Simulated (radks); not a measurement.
Values are calculated unless marked as measured or tabulated.
Problem. The mean radii <r> (bohr) of the occupied orbitals of an atom or ion are listed with their occupations. Level of theory: scalar-relativistic Kohn-Sham, PBE, spin-polarised, spherical densities, finite nucleus; Fermi nuclear charge, rms radius of each element as measured or else 0.836 A^(1/3) + 0.57 fm (a radial shooting solver on a logarithmic mesh with Libxc functionals).

orbital  occ.      <r>
1s up       1  0.02191
1s down     1  0.02191
2s up       1  0.09329
2s down     1  0.09329
2p up       3  0.08237
2p down     3  0.08237
3s up       1   0.2444
3s down     1   0.2443
3p up       3   0.2430
3p down     3   0.2428
3d up       5   0.2212
3d down     5   0.2210
4s up       1   0.5480
4s down     1   0.5480
4p up       3   0.5774
4p down     3   0.5774
4d up       5   0.6182
4d down     5   0.6179
5s up       1    1.169
5s down     1    1.175
4f up       4   0.6976
5p up       2    1.271

Name the element and its charge. Open shells, if any, are filled with parallel spins first.

Solution. Z = 64, gadolinium, charge +10: Gd10+ in [Kr] 4d10 4f4 5s2 5p2. The 1s radius gives Z: for a bare nucleus <r> = (2 gamma + 1)/(2Z) with gamma = sqrt(1 - (Z/c)^2), 0.02163 bohr for Z = 64, and screening makes it slightly larger (0.02191 here). The occupations add up to 54, and the charge is Z minus that.
